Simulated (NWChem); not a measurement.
System: GaH3O2; SMILES [OH][GaH][OH]

```xyz
6

Ga    -0.3317    -0.0105     0.0000
H     -1.8814    -0.0393     0.0000
O      0.6056    -1.5187     0.0000
H      1.5583    -1.3757     0.0000
O      0.6932     1.4504     0.0000
H      0.2151     2.2853     0.0000
```
Atoms are numbered in this order, from 1.

All runs use the structure optimised with PBE0/def2-SVP.

Symmetry labels are those of Cs in the frame above (b1 and b2, or b-type labels, depend on it).

Q: List the 4 lowest vertical singlet excitations from B3LYP/def2-SVPD, TDA (NWChem).

A: 
```
state  energy (eV)  oscillator strength  symmetry  leading excitation (squared amplitude)
-----  -----------  -------------------  --------  --------------------------------------
S1            6.56                0.000        a"                    HOMO → LUMO+1 (0.98)
S2            6.80                0.016        a'                      HOMO → LUMO (0.78)
S3            6.89                0.007        a"                    HOMO−1 → LUMO (0.97)
S4            7.20                0.001        a"                    HOMO−3 → LUMO (0.99)
```
